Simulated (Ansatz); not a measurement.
Molecule: C7H8N, charge 0, multiplicity 2. It need not be the lowest isomer of its formula. 
Coordinates optimised at B3LYP-D3(BJ)/def2-TZVP (Ansatz, a quantum-chemistry and plane-wave program):
SMILES: Cc1c[c]cc(C)n1
```xyz
16

C     -2.2367    -1.3754    -0.0136
C     -1.1128    -0.3786    -0.0033
C     -1.3691     1.0039     0.0124
C     -0.2651     1.8073     0.0204
C      1.0232     1.3548     0.0143
C      1.1746    -0.0432    -0.0014
C      2.5374    -0.6753    -0.0096
N      0.1272    -0.8672    -0.0098
H     -3.2094    -0.8853    -0.0073
H     -2.1661    -2.0093    -0.8991
H     -2.1646    -2.0290     0.8575
H     -2.3838     1.3789     0.0174
H      1.8874     2.0053     0.0209
H      3.3285     0.0735    -0.0019
H      2.6547    -1.3222     0.8615
H      2.6533    -1.3025    -0.8952
```
Charge 0, spin multiplicity 2.

Total electronic energies in hartree. Valence correlation only, unless marked. Open shells are spin-unrestricted. Spin-orbit coupling is left out. No relativistic terms. CBS marks a two-point X^-3 extrapolation of the correlation energy; Hartree-Fock from the larger set. The bracket is a focal-point correction in the basis named.

The UHF reference is spin-contaminated (<S^2> 0.53 over the pure value in the largest basis). 

```
level                                                     program  energy (Eh)
-------------------------------------------------  --------------  -----------
HF/cc-pVDZ                                                 Ansatz   -324.16052
revPBE-D3(BJ)/def2-TZVPD                           Ansatz + dftd3   -326.30461
BHLYP-D4/def2-TZVPD                                Ansatz + dftd4   -326.17111
r2SCANh-D4/def2-TZVPD                              Ansatz + dftd4   -326.15779
SCS-MP2/cc-pwCVTZ                                          Ansatz   -325.49367
CCSD/6-31G                                                 Ansatz   -324.75052
CCSD(T)/6-31G*                                             Ansatz   -325.25033
CCSD(T)/cc-pVTZ                                            Ansatz   -325.63433
RI-MP2/CBS(cc-pVTZ,cc-pVQZ)+[CCSD(T)-MP2]/cc-pVTZ          Ansatz    -325.7953
```

Totals of different functionals don't rank their quality; only differences between species are comparable.
